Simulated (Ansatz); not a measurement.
The first iterations of a band of CH₂FOSi (6 atoms, charge -1, multiplicity 1).

The calculation used RKS PBE0-D4/def2-SVP (Ansatz 0.2.0).

```yaml
movable_images: 4
climbing_image: no
spring: 5.0 eV/Å²
optimiser: quadratic models (default)
start_path: through a guess of the saddle point
force_threshold: 0.03 eV/Å
iteration_limit: 60
end_points: relaxed
```

Image 0:

```xyz
6
Properties=species:S:1:pos:R:3
O -1.292 0.382 -1.189
Si 0.199 1.151 -0.703
C 0.751 0.000 0.529
F 0.029 -1.162 0.872
H -1.355 -0.417 -0.648
H 1.668 0.046 1.140
```

Image 5:

```xyz
6
Properties=species:S:1:pos:R:3
O -1.920 -0.148 -1.243
Si -0.561 0.265 -0.589
C 0.519 -0.355 0.626
F 0.399 -1.505 1.384
H 0.123 1.545 -1.046
H 1.440 0.198 0.868
```

| iteration | highest image above the first end (eV) | largest band force component (eV/Å) |
| --- | --- | --- |
| 1 | 567.317 | 3467.465 |
| 2 | 297.615 | 1870.553 |
| 3 | 204.015 | 1564.189 |
| 4 | 113.346 | 865.693 |
| 5 | 84.158 | 578.709 |
| 6 | 63.995 | 423.046 |
| 7 | 51.848 | 336.384 |
| 8 | 24.267 | 140.321 |
| 9 | 16.228 | 85.589 |
| 10 | 9.849 | 37.396 |
| 11 | 6.094 | 12.419 |

**Question.** Does the band converge within its limit, and where does its top end?

**Answer.** It converged. It ended after 35 iterations with the highest image 1.032 eV above the first end. The profile has 2 maxima (images 1, 4) with wells between them (image 2): this band takes more than one step, which may be the mechanism or a detour left from its start path. No image climbed, so the highest image needn't sit at the top of the path. A band with more images between the same ends climbed to 2.55 eV, so this one has probably stepped over the top. The orbitals stay closed-shell, which can raise the energy where a bond breaks towards radicals; this wasn't checked here. Limits of this set-up: an anion without diffuse functions, the dipole of an ion depends on the origin.

The run took 4.6 min on 1 CPU thread of a shared host.
